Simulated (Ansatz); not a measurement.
Consider the silylene formation by 1,1-elimination: `C[Si](N)(O)Br` → `CBr` + `N[Si]O`.

Computed with Ansatz on PBE0-D4/def2-TZVP structures; ΔE is electronic, products minus reactants. CBS: MP2 limit from def2 TZ/QZ plus the TZ coupled-cluster correction, frozen cores. This one scheme is used for every species. DFT in def2-TZVPP. For Br outer-core shells are correlated without core-valence functions, which leaves a few kJ/mol of doubt a bond. Scalar relativity is left out up to krypton. One conformer a species, not always the lowest.

`C[Si](N)(O)Br`:

Cartesian coordinates in Å:
```
C 0.007 -1.392 -0.564
Si 0.180 0.256 0.255
N -1.107 1.264 -0.187
O 1.551 1.068 -0.118
Br 0.319 -0.144 2.478
H -0.941 -1.864 -0.296
H 0.812 -2.061 -0.254
H 0.045 -1.275 -1.650
H -1.090 2.241 0.057
H -2.047 0.908 -0.232
H 2.270 0.999 0.511
```

`CBr`:

Cartesian coordinates in Å:
```
C -0.161 -0.085 -0.034
Br 1.518 0.804 0.317
H -0.478 0.180 -1.038
H -0.882 0.257 0.703
H 0.002 -1.156 0.052
```

`N[Si]O`:

Z-matrix (Å, degrees):
```
N
Si 1 1.716
H 1 1.010 2 128.3
H 1 1.009 2 120.1 3 180.0
O 2 1.656 1 102.6 3 0.0
H 5 0.961 2 121.6 1 -0.0
```

```tsv
level	ΔE (kJ/mol)
r2SCAN	324.9
MP2/CBS(def2)	334.3
```

What does CCSD(T)/CBS give? (An estimate is asked.)

Computed: +314.1 kJ/mol. The listed levels differ from it by 10.8, 20.2 kJ/mol.

Largest T1 diagnostic among the species: 0.014.

From PBE to PBE0 (25 % exact exchange), in def2-TZVPP and without D4, ΔE moves by +22.4 kJ/mol. The D4 term adds +20.1 kJ/mol with B3LYP and +11.1 kJ/mol with PBE0; it sums over pairs of atoms, weighted by their polarisabilities, and B3LYP, whose exchange is more repulsive, gets the larger term.

B3LYP here is the variant with VWN-RPA as its local correlation; programs differ in this.
